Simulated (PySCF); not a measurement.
`NN=C1CCCC1`, C5H10N2

Cartesian coordinates in Å; atom numbers follow the order of the lines, from 1:
```xyz
17

N     2.820   -0.182   -0.538
N     1.789    0.708   -0.504
C     0.603    0.344   -0.266
C     0.088   -1.025    0.128
C    -1.432   -0.857    0.168
C    -1.636    0.623    0.498
C    -0.539    1.319   -0.305
H     2.704   -1.044   -0.010
H     3.695    0.288   -0.352
H     0.404   -1.796   -0.578
H     0.478   -1.291    1.116
H    -1.907   -1.516    0.894
H    -1.853   -1.073   -0.815
H    -2.634    0.974    0.239
H    -1.478    0.790    1.565
H    -0.254    2.291    0.093
H    -0.856    1.461   -1.342
```

Theory: PySCF 2.14.0, GIAO PBE/pcSseg-1 magnetisability, rotational g tensor and spin-rotation constants, non-relativistic, gas phase. Geometry: GFN2-xTB.

Q: How diamagnetic is it, and how anisotropic?

A: Isotropic -1099 × 10⁻³⁰ J/T², or -66.2 × 10⁻⁶ cm³/mol; principal values -1191, -1090, -1015 × 10⁻³⁰ J/T², anisotropy 152 × 10⁻³⁰ J/T² (root of half the summed squared differences of the principal values). The susceptibility is in cgs units.

Q: Split it along the inertial axes a, b, c into diamagnetic and paramagnetic parts about the centre of mass, with the quadrupole moment.

A: 
| axis | χ (10⁻⁶ cm³/mol) | diamagnetic (10⁻⁶ cm³/mol) | paramagnetic (10⁻⁶ cm³/mol) | summed x² of all electrons (Å²) | quadrupole Θ (D Å) |
| --- | --- | --- | --- | --- | --- |
| a | -62.7 | -311.0 | 248.3 | 158.7 | +3.49 |
| b | -64.1 | -746.8 | 682.7 | 56.0 | -1.87 |
| c | -71.7 | -910.8 | 839.1 | 17.3 | -1.63 |

Anisotropies 2χaa − χbb − χcc = +10.3 and 2χbb − χaa − χcc = +6.2 × 10⁻⁶ cm³/mol. Θ is traceless in Buckingham's convention.

Q: And the rotational g tensor?

A: 
```
axis  rotational constant (GHz)        g  nuclear part  electronic part
   a                     6.0417  -0.0435        0.6612          -0.7047
   b                     1.8742  -0.0095        0.5916          -0.6011
   c                     1.5089  -0.0024        0.5924          -0.5948
```
Asymmetric top; isotopes 12C, 1H, 14N; no vibrational averaging.
